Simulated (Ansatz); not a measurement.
Mulliken charges of `CS[SiH](O)F` from PBE/def2-TZVPP in Ansatz (PBE0-D4/def2-TZVP geometry).

```tsv
atom	x (Å)	y (Å)	z (Å)	charge (e)
C1	-1.385	0.929	-0.709	-0.263
S2	-0.600	-0.707	-0.847	-0.222
Si3	1.077	-0.402	0.398	0.609
O4	1.768	-1.837	0.718	-0.341
F5	0.575	0.325	1.730	-0.272
H6	-2.299	0.882	-1.300	0.122
H7	-0.742	1.708	-1.118	0.125
H8	-1.636	1.153	0.326	0.134
H9	2.122	0.467	-0.170	-0.088
H10	1.204	-2.569	0.975	0.196
```

Task: By hand: the dipole of these point charges (1 e Å = 4.8032 D).

Result: Σ q r = (-0.149, 0.137, -0.147) e Å, of length 0.250 e Å = 1.20 D.

Task: How does the dipole of the full density compare? (Estimate.)

Result: Computed: (-0.247, 0.039, -0.071) e Å, 1.25 D; the point charges give 0.96 times that, at 36° from its direction.

Point charges leave out the atoms' own dipoles, such as those of lone pairs, and Mulliken's split depends on the basis, so the two needn't agree.
